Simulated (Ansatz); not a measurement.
Cartesian coordinates (Å):
```xyz
5

Zn    -0.0059    -0.0790    -0.0815
O      1.5965    -0.6218     0.4730
H      2.2046    -0.7466    -0.2794
O     -1.5975     0.6085    -0.4866
H     -2.2676    -0.0930    -0.5878
```
Charge 0, multiplicity 1.

These are frozen-core CCSD(T)/def2-TZVPP // PBE-D3(BJ)/def2-SVP run with Ansatz (an electronic-structure program) values and carry that method's errors.

```json
{
  "HF energy": "-1928.78815 Ha",
  "MP2 correlation energy": "-1.33445 Ha"
}
```

Estimate the CCSD correlation energy, the (T) correction, the total energy and the T1 diagnostic.


- CCSD correlation energy: -1.25061 Ha
- (T) correction: -0.03538 Ha
- CCSD(T) total energy: -1930.07414 Ha
- T1 diagnostic: 0.017
